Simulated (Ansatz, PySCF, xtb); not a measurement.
Breaking the N4–H6 bond in CH6InN (SMILES C[NH][InH2]) (multiplicity 1 held, fragments rigid). Energies count from the point at 1.009 Å.
Geometry at that point (charge 0, multiplicity 1):
```xyz
9

In    -0.03753     0.10488     0.63130
H     -1.34881     0.75491     1.52746
H      1.51703    -0.44617     1.11044
N     -0.36977    -0.04669    -1.36186
C      0.52711    -0.54983    -2.38580
H     -1.25725     0.25344    -1.73688
H      0.76607     0.20772    -3.14279
H      0.11692    -1.42177    -2.91067
H      1.47071    -0.86132    -1.93353
```

R- and RO- levels are restricted; in cc, def2 and unpolarised 6-31G sets they are followed outwards from rest. Unrestricted levels (U-) break spin symmetry where that is lower. Curves can end on different states.

Correlated levels freeze the cores. Filled d and f shells under p-block atoms count as core. Rows in LANL2DZ carry no dispersion term and start afresh at each structure. LANL2DZ brings its own core potentials from Na on.

Programs: Ansatz (Gaussian basis) for Hartree–Fock, density functionals and correlated methods; PySCF for LANL2DZ rows; xtb for the GFN methods.  In def2 rows elements past Kr take small-core potentials, without spin–orbit coupling. The GFN methods have no spin term and hold the electronic entropy of 300 K.

Energies in eV.

| R (Å) | GFN2-xTB | U-HF/LANL2DZ | R-B3LYP/def2-TZVPP | U-wB97X-V/def2-TZVPP | R-MP2/def2-TZVPP |
|---|---|---|---|---|---|
| 0.807 | 1.47 | 1.48 | 1.44 | 1.46 | 1.46 |
| 0.908 | 0.28 | 0.27 | 0.28 | 0.28 | 0.28 |
| 1.009 | 0.00 | 0.00 | 0.00 | 0.00 | 0.00 |
| 1.110 | 0.15 | 0.23 | 0.18 | 0.19 | 0.19 |
| 1.211 | 0.49 | 0.72 | 0.60 | 0.63 | 0.62 |
| 1.362 | 1.12 | 1.64 | 1.40 | 1.47 | 1.45 |
| 1.514 | 1.75 | 2.59 | 2.23 | 2.35 | 2.32 |
| 1.766 | 2.71 | 3.44 | 3.45 | 3.70 | 3.63 |
| 2.018 | 3.48 | 3.75 | 4.41 | 4.53 | 4.67 |
| 2.321 | 4.16 | 3.88 | 5.26 | 4.91 | 5.60 |
| 2.725 | 4.66 | 3.93 | 6.03 | 5.05 | 6.38 |
| 3.229 | 4.95 | 3.93 | 6.59 | 5.04 | 6.80 |

Doubts at one or more of the structures used: a spin-contaminated determinant (U-HF/LANL2DZ, U-wB97X-V/def2-TZVPP); a restricted determinant that unrestricted orbitals would lower (R-B3LYP/def2-TZVPP, R-MP2/def2-TZVPP).

Ansatz is an electronic-structure program.
